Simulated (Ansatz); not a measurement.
Geometry optimisation, RKS BHLYP/def2-SVP (Ansatz 0.2.0).

input.yaml

```yaml
crystal:
  periodic: [false, false, false]
  atoms:
    - { symbol: Al, position_ang: [-0.052035, -0.542437, -0.350648] }
    - { symbol: H, position_ang: [0.36884, 0.211939, 2.268433] }
    - { symbol: F, position_ang: [1.298806, 0.338252, -0.692343] }
    - { symbol: F, position_ang: [-1.484512, 0.168251, -0.750713] }
    - { symbol: Si, position_ang: [0.046421, -2.662093, 0.646085] }
    - { symbol: H, position_ang: [-0.506978, -3.738638, -0.20676] }
    - { symbol: H, position_ang: [1.45985, -2.984594, 0.976585] }
    - { symbol: H, position_ang: [-0.735122, -2.624244, 1.913587] }
    - { symbol: H, position_ang: [0.146629, -0.460136, 2.157674] }
basis:
  gaussian: { orbitals: def2-SVP }
hamiltonian:
  xc: { name: BHLYP }
relax:
  f_tol: 0.03
  max_steps: 50
```

Command:

```bash
$ ansatz run input.yaml --threads 2 --pin off --max-ram 3072MiB --backend cpu --events-out ev --progress --plain --runs-dir out
```

Task: Where does it end, and by what steps?

Result: The forces met the threshold. The force dipped under the threshold on the way, but the program's further checks kept it going. After 14 steps the energy has fallen by 0.223 eV; H9 moved furthest, 0.92 Å.

```json
{"step": "0", "energy less start (eV)": "0.0000", "largest force component (eV/Å)": "1.542", "accepted": "yes"}
{"step": "1", "energy less start (eV)": "-0.1062", "largest force component (eV/Å)": "0.818", "accepted": "yes"}
{"step": "2", "energy less start (eV)": "-0.1347", "largest force component (eV/Å)": "0.371", "accepted": "yes"}
{"step": "3", "energy less start (eV)": "-0.0966", "largest force component (eV/Å)": "0.930", "accepted": "no"}
{"step": "4", "energy less start (eV)": "-0.1454", "largest force component (eV/Å)": "0.330", "accepted": "yes"}
{"step": "5", "energy less start (eV)": "-0.1634", "largest force component (eV/Å)": "0.365", "accepted": "yes"}
{"step": "6", "energy less start (eV)": "-0.1808", "largest force component (eV/Å)": "0.551", "accepted": "yes"}
{"step": "7", "energy less start (eV)": "-0.1899", "largest force component (eV/Å)": "0.641", "accepted": "yes"}
{"step": "8", "energy less start (eV)": "-0.2014", "largest force component (eV/Å)": "0.547", "accepted": "yes"}
{"step": "9", "energy less start (eV)": "-0.2118", "largest force component (eV/Å)": "0.372", "accepted": "yes"}
{"step": "10", "energy less start (eV)": "-0.2205", "largest force component (eV/Å)": "0.102", "accepted": "yes"}
{"step": "11", "energy less start (eV)": "-0.2225", "largest force component (eV/Å)": "0.028", "accepted": "yes"}
{"step": "12", "energy less start (eV)": "-0.2175", "largest force component (eV/Å)": "0.431", "accepted": "no"}
{"step": "13", "energy less start (eV)": "-0.2224", "largest force component (eV/Å)": "0.112", "accepted": "no"}
{"step": "14", "energy less start (eV)": "-0.2229", "largest force component (eV/Å)": "0.017", "accepted": "yes"}
```

```xyz
9
Properties=species:S:1:pos:R:3
Al -0.002 -0.575 -0.049
H 0.522 0.564 1.890
F 1.355 0.285 -0.445
F -1.449 0.182 -0.311
Si 0.072 -2.910 0.595
H -0.497 -3.772 -0.470
H 1.463 -3.346 0.867
H -0.730 -3.110 1.829
H -0.193 0.387 2.056
```

Whether the end is a true minimum wasn't checked by a vibrational analysis.

The run took 31 s on 2 threads of Arm Neoverse V1 (shared host), peak memory 0.17 GiB.
